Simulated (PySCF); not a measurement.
A calculated (PBE, PySCF 2.14, x2c-TZVPPall, the spin-free X2C one-electron Hamiltonian (Gaussian nucleus)) atom or ion has these occupied shells.

```
shell  electrons  orbital energy (eV)  rms radius, mean of both spins (bohr)
 1s β          1             -80493.6                                 0.0190
 1s α          1             -80493.6                                 0.0190
 2s α          1             -14220.5                                 0.0769
 2s β          1             -14220.4                                 0.0769
 2p α          3             -12353.5                                 0.0704
 2p β          3             -12353.5                                 0.0704
 3s α          1              -3375.0                                  0.196
 3s β          1              -3375.0                                  0.196
 3p α          3              -2830.5                                  0.199
 3p β          3              -2830.5                                  0.199
 3d α          5              -2223.0                                  0.181
 3d β          5              -2223.0                                  0.181
 4s α          1              -749.68                                  0.433
 4s β          1              -749.61                                  0.433
 4p α          3              -569.95                                  0.461
 4p β          3              -569.88                                  0.461
 4d α          5              -347.30                                  0.493
 4d β          5              -347.22                                  0.493
 5s α          1              -129.84                                  0.983
 5s β          1              -129.30                                  0.983
 4f α          7              -103.28                                  0.550
 4f β          7              -103.17                                  0.550
 5p α          3              -81.944                                   1.13
 5p β          3              -81.285                                   1.13
 5d α          5              -27.686                                   1.63
 5d β          4              -26.993                                   1.63
```

Name the element and its charge.

Au(2+) (gold, charge +2), in [Xe] 4f14 5d9, 2D determinant.
